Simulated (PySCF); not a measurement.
## Frontier orbitals and the lowest excitations

Species: C4H6OSSi.
Geometry (GFN2-xTB, Å), atoms numbered from 1 in this order:
```xyz
13
C4H6OSSi angstrom
C     -2.4744    0.7535   -0.8471
C     -1.7959   -0.0558   -0.2841
C     -0.9772   -1.0543    0.3621
C      0.5035   -0.8283    0.1450
O      1.2752   -1.7544    0.0521
Si     1.1260    0.9947    0.0689
S      3.2423    0.7804    0.1941
H     -3.0807    1.4591   -1.3313
H     -1.2556   -2.0572    0.0245
H     -1.1351   -1.0048    1.4459
H      0.7454    1.5946   -1.2010
H      0.6163    1.7195    1.2243
H      3.2058   -0.5463    0.1289
```

Computed, not measured: TDDFT PBE0/def2-SVPD, vertical, gas phase, core orbitals frozen in the response in PySCF.

Kohn–Sham orbitals with the atoms that hold most of them (Löwdin shares over 4%, at most four atoms; ? is withheld):

```
orbital  ε (eV)                            atoms
 LUMO+2    0.22   Si6 27%, S7 10%, C1 9%, H12 9%
 LUMO+1   -0.12   Si6 24%, S7 18%, C1 13%, C2 9%
   LUMO   -1.82                                ?
   HOMO       ?                                ?
 HOMO-1   -7.54  O5 36%, S7 15%, C4 13%, Si6 12%
 HOMO-2   -8.52            C1 41%, C2 39%, C3 8%
 HOMO-3   -8.82     C2 36%, C1 34%, S7 7%, O5 5%
```

Problem. Which atoms hold the LUMO, and with what shares?

Solution. C4 (bonded to C, O and Si) 39%; O5 (bonded to C) 32%; Si6 (bonded to C, S and 2 H) 9%; C3 (bonded to 2 C and 2 H) 7%. By element: carbon 46% or more, oxygen 32%, silicon 9%.

Problem. Give the leading atoms of the HOMO.

Solution. S7 (bonded to Si and H) 63%; Si6 (bonded to C, S and 2 H) 11%; O5 (bonded to C) 7%; H13 (bonded to S) 6%.

Problem. What is the HOMO energy, and the HOMO–LUMO gap?

Solution. ε(HOMO) = -7.32 eV; the gap is 5.50 eV (0.2021 hartree).

Problem. The HOMO–LUMO gap is 5.50 eV. Where does the response calculation put the lowest singlet, and from which orbitals?

Solution. S1 is at 3.60 eV (f = 0.0004), 1.89 eV below the gap, made of HOMO-1→LUMO (72%), HOMO→LUMO (24%). Its leading pair isn't HOMO and LUMO; the energies of that pair differ by 5.73 eV. Without the coupling terms of the response equations the lowest excitation would equal the gap.

Problem. One configuration dominates each of S1, S2, S3 and S5. Which, and how do the shares of the two leading atoms of either orbital change from the occupied to the empty one?

Solution. 
- S1 (3.60 eV, f 0.0004), HOMO-1→LUMO (72%): O5 36% → 32%, S7 15% → at most 8%, C4 13% → 39%
- S2 (4.45 eV, f 0.0022), HOMO→LUMO (75%): S7 63% → at most 8%, Si6 11% → 9%, C4 at most 6% → 39%, O5 7% → 32%
- S3 (5.54 eV, f 0.0039), HOMO-2→LUMO (98%): C1 41% → at most 8%, C2 39% → at most 8%, C4 at most 4% → 39%, O5 at most 4% → 32%
- S5 (5.96 eV, f 0.014), HOMO→LUMO+1 (88%): S7 63% → 18%, Si6 11% → 24%

Löwdin shares depend on the basis, the more so with diffuse functions.

One conformer stands for the species.
